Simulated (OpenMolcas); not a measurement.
Computed levels of 2s2 2p3 in ions with 7 electrons, in cm-1 above 4S* 3/2.

- Program: OpenMolcas
- Method: CASSCF
- Basis: ANO-R3
- Scalar Hamiltonian: X2C, finite nucleus
- Spin-orbit coupling: state interaction with AMFI integrals over the reference wave functions, term energies averaged over their components

Active space for each ion: 3 electrons in 3 orbitals (2p).

```json
{"Level": "2D* 3/2", "N": "23010", "F2+": "37876"}
{"Level": "2D* 5/2", "N": "23011", "F2+": "37882"}
{"Level": "2P* 1/2", "N": "37992", "F2+": "62825"}
{"Level": "2P* 3/2", "N": "37993", "F2+": "62834"}
```

Problem. Estimate 2D* 3/2, 2D* 5/2 for O+ from its neighbours N and F2+.

Solution. 2D* 3/2 is another term, which grows about linearly with the charge: (23010 + 37876) / 2 = 30443. The calculation gives 30579, so the estimate is off by -0.4 %; the measured value is 26831 (NIST Handbook of Basic Atomic Spectroscopic Data).
2D* 5/2 is another term, which grows about linearly with the charge: (23011 + 37882) / 2 = 30446. The calculation gives 30581, so the estimate is off by -0.4 %; the measured value is 26811 (NIST Handbook of Basic Atomic Spectroscopic Data).

With the s shell closed, the reference lacks s² → p² mixing. Without dynamic correlation excited terms often stand tens of per cent too high (terms of higher spin than the ground term too low), and those without a measured partner can miss by more than the paired ones (holds for N; O+). Measured partners are found by configuration, term and J. A level has none where our copy of the source lacks it or the pairing is in doubt (some pairs that miss far off the trend of their configuration count as doubtful), and it then counts in no deviation. Levels of configurations outside the active space are missing.

* marks odd parity.
